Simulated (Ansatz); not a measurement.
Cartesian coordinates in Å:
```
O 0.670 0.060 1.820
As -0.839 0.466 0.901
Si 0.096 -0.003 -1.229
H 0.721 0.654 2.574
H -1.474 -0.925 0.975
H -1.026 -0.113 -2.201
H 0.878 -1.265 -1.214
H 0.975 1.126 -1.626
```

Charge 0, multiplicity 1.

(1) List the r2SCAN/def2-TZVPP orbital energies in eV (the Gaussian-basis code of Ansatz). (Best estimate.)

Results:

(1) Ansatz gave: Occupied: -11572.08, -1791.10, -1459.97, -1303.65, -1303.62, -1303.60, -515.97, -188.92, -141.58, -135.57, -135.45, -135.35, -96.45, -96.42, -96.41, -42.40, -42.35, -42.28, -42.20, -42.17, -26.19, -16.30, -13.43, -11.89, -9.94, -9.15, -8.95, -8.75, -7.05, -6.35. Lowest empty: -1.47, -0.19, 0.09, 0.75, 1.26, 1.59, 2.05, 3.93.
